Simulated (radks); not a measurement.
Q: Fe V, configuration [Ar] 3d4. All-electron calculation, non-relativistic Kohn-Sham, r2SCAN, spin-polarised, spherical densities, point nucleus; open shells are filled with parallel spins first; meta-GGA in the generalised Kohn-Sham scheme. Program: a radial shooting solver on a logarithmic mesh with Libxc functionals. Some entries of the table are withheld. Estimate them.

orbital  occ.  eigenvalue (eV)  <1/r> (bohr^-1)  r(max) (bohr)
1s down     1        -7017.459            25.51        0.03897
1s up       1        -7017.430            25.51        0.03897
2s up       1        -878.0240            5.475         0.2251
2s down     1        -874.7944            5.490         0.2248
2p up       3        -764.3273            5.412         0.1812
2p down     3        -761.9107            5.425         0.1810
3s up       1        -156.1468            1.761         0.7014
3s down     1        -149.4122            1.744         0.7037
3p up       3        -121.9557            1.648         0.7071
3p down     3        -115.2154            1.629         0.7106
3d up       4              (1)            1.395            (2)
3d down     0              (3)            1.372            (4)
4s up       0         -42.7032           0.6445          1.900
4p up       0         -34.4427           0.5714          2.110

A: 
(1) 3d up eigenvalue (eV): -66.1426
(2) 3d up r(max) (bohr): 0.6752
(3) 3d down eigenvalue (eV): -59.2328
(4) 3d down r(max) (bohr): 0.6849
